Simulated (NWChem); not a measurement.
Species: C₂H₆Sb cation; SMILES [Sb+]([CH3])[CH3]

Program: NWChem. Medium grid unless said otherwise, to which SCAN and Minnesota functionals are sensitive. Geometry: optimised at PBE-D3(BJ)/def2-SVP. def2 effective core potentials on Sb; no spin-orbit coupling. B3LYP is NWChem's, with the RPA form of VWN correlation. Total energies of different functionals are on different scales.

| level | energy (Ha) | highest occupied level (eV) | orbital gap (eV) |
|---|---|---|---|
| B3LYP/def2-SVP | -319.7921 | [?] | [?] |
| PBE/def2-SVP | -319.5865 | -12.15 | 1.79 |
| LRC-wPBEh/def2-SVP | -319.6415 | -15.02 | 7.15 |
| PW91/def2-SVP | -319.7565 | -12.20 | 1.77 |
| CAM-B3LYP/def2-SVP | -319.6381 | -14.46 | 5.91 |
| MN15/def2-SVP | -319.0169 | -13.77 | 4.64 |
| OLYP/def2-SVP | -319.9265 | -12.01 | 1.91 |
| KT2/def2-SVP | -322.4943 | -12.19 | 1.72 |

Question: Complete the blanks.

Answer: 
- B3LYP/def2-SVP, highest occupied level (eV): -13.02
- B3LYP/def2-SVP, orbital gap (eV): 3.18
